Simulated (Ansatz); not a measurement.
Reaction: SiPH5 (SMILES P[SiH3]) → SiPH4 (SMILES [SiH3][PH], doublet) + H (doublet) (the H-P bond breaks)
Each species at its own B3LYP-D3(BJ)/def2-TZVP minimum (Ansatz, a first-principles code).

Wanted: bond dissociation energy (electronic), in kJ/mol. UHF or UKS for unpaired electrons; spin-orbit terms are left out. CBS(X,Y): correlation extrapolated as X^-3, Hartree-Fock from the larger set. A bracket is a step between two methods taken in the basis named. Functionals run without relativity, which enters their misses. Double hybrids freeze cores in their MP2 part. 'core' is core correlation in cc-pwCVTZ (1s frozen past Ne), 'X2C' scalar relativity in cc-pVTZ-DK, both at CCSD(T). Where a partner has so few electrons that a lower coupled-cluster level is exact, that level stands in.

CCSD(T)/CBS(cc-pV(T+d)Z,cc-pV(Q+d)Z) + [CCSDT(Q) - CCSD(T)]/cc-pV(T+d)Z + core + X2C (Ansatz) gives 363.1 kJ/mol.

Q: How far off this value is PBE/def2-TZVPD (Ansatz), in which direction, and which of these levels come nearer: r2SCAN/def2-TZVPD, PBE0/def2-TZVPD, wB97M-V/def2-TZVPD, B2PLYP/def2-TZVPD, CCSD(T)/CBS(cc-pV(T+d)Z,cc-pV(Q+d)Z) + core + X2C?

A: PBE gives 347.5 kJ/mol, 15.6 kJ/mol below it. Differences of the others: r2SCAN/def2-TZVPD (Ansatz) -15.6; PBE0/def2-TZVPD (Ansatz) -15.9; wB97M-V/def2-TZVPD (Ansatz) -0.2; B2PLYP/def2-TZVPD (Ansatz) -11.4; CCSD(T)/CBS(cc-pV(T+d)Z,cc-pV(Q+d)Z) + core + X2C (Ansatz) 0.2 kJ/mol. Nearer than PBE: wB97M-V/def2-TZVPD, B2PLYP/def2-TZVPD, CCSD(T)/CBS(cc-pV(T+d)Z,cc-pV(Q+d)Z) + core + X2C.
